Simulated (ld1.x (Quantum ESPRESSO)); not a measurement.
**LDA (PZ) PAW dataset for Tb (Z = 65), scalar-relativistic all-electron reference.**

```json
{
  "Element": "terbium (Tb)",
  "Generator": "ld1.x (Quantum ESPRESSO) 7.5",
  "Type": "PAW",
  "Functional": "LDA (PZ)",
  "Relativity": "scalar-relativistic",
  "Frozen core": "[Kr] 4d10 5s2",
  "Valence charge": "17",
  "Reference configuration": "4f9 5p6 5d0 6s2 6p0",
  "Partial waves": "6s (bound): rcut 3.45, rcutus 3.80 bohr; 6s channel at 0.45 Ry: rcut 3.45, rcutus 3.80 bohr; 5p (bound): rcut 2.10, rcutus 2.45 bohr; 6p (bound, empty): rcut 2.10, rcutus 2.45 bohr; 5d (bound, empty): rcut 1.80, rcutus 2.50 bohr; 5d channel at 3.6 Ry: rcut 1.80, rcutus 2.50 bohr; 4f (bound): rcut 1.10, rcutus 1.50 bohr; 4f channel at 1.9 Ry: rcut 1.10, rcutus 1.50 bohr",
  "Local potential": "all-electron potential smoothed inside 3.25 bohr (lloc = -1)",
  "Core correction": "Bessel-smoothed model core inside 1.00 bohr",
  "Augmentation charge": "BG, radius 1.15 bohr"
}
```

All-electron outer shells of the reference configuration (LDA (PZ), scalar-relativistic, ld1.x):

```
shell  level (eV)  outermost node (bohr)  outermost maximum (bohr)
   4d     -146.78                   0.26                      0.55
   5s      -47.62                   0.64                      1.18
   5p      -24.94                   0.69                      1.35
   6s       -3.86                   1.60                      3.45
   4f       -3.24                      –                      0.56
   5d       -1.47                   0.78                      2.14
   6p       -1.22                   1.96                      4.83
```

Task: Is a potential produced?

Result: No. ld1.x (Quantum ESPRESSO) 7.5 stopped with "run_pseudo: Errors in PS-KS equation": the pseudo-atom solver did not find the valence states with the expected number of nodes, which is the usual sign of a ghost state. Before that it printed "Warning: n=1, l=0 expected 0 nodes, found 1".
